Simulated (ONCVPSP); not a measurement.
**An all-electron radial function and its pseudo partner (Ga (Z = 31))**

Columns: radius, all-electron u(r) and pseudo u(r) of the 3s shell (level -149.12 eV) of gallium in the configuration [Ne] 3s2 3p6 3d10 4s1.5 4p1.5; PBE, scalar-relativistic, ONCV scheme, ONCVPSP 4.0.1.

| r (bohr) | all-electron | pseudo |
| --- | --- | --- |
| 0.065 | -0.0318 | 0.1963 |
| 0.130 | -0.7056 | 0.3908 |
| 0.195 | -0.5859 | 0.5818 |
| 0.260 | -0.0580 | 0.7654 |
| 0.325 | 0.5117 | 0.9344 |
| 0.390 | 0.9557 | 1.0783 |
| 0.455 | 1.2338 | 1.1865 |
| 0.520 | 1.3636 | 1.2521 |
| 0.585 | 1.3814 | 1.2724 |
| 0.650 | 1.3251 | 1.2489 |
| 0.715 | 1.2249 | 1.1853 |
| 0.780 | 1.1027 | 1.0886 |
| 0.845 | 0.9737 | 0.9709 |
| 0.910 | 0.8472 | 0.8469 |
| 0.975 | 0.7288 | 0.7286 |
| 1.040 | 0.6213 | 0.6211 |
| 1.105 | 0.5258 | 0.5257 |
| 1.170 | 0.4424 | 0.4423 |
| 1.235 | 0.3703 | 0.3702 |
| 1.300 | 0.3088 | 0.3087 |
| 1.365 | 0.2566 | 0.2565 |
| 1.430 | 0.2126 | 0.2125 |
| 1.495 | 0.1757 | 0.1756 |
| 1.560 | 0.1449 | 0.1449 |
| 1.625 | 0.1193 | 0.1192 |
| 1.690 | 0.0980 | 0.0980 |

Task: How many radial nodes do the two functions have?

Result: The all-electron 3s function has n − l − 1 = 2 (the table is too coarse to show those close to the nucleus); the pseudo-wave has 0, since the states of the same l below it are removed with the core.

Task: At about which radius was the pseudo-wave matched?

Result: 0.95 bohr, where the columns begin to agree (steps of 0.07 bohr).

Task: Is the pseudo-wave norm-conserving?

Result: Yes: the ONCV scheme keeps the norm inside the radius equal to the all-electron one, which fixes the energy derivative of the logarithmic derivative at the level.
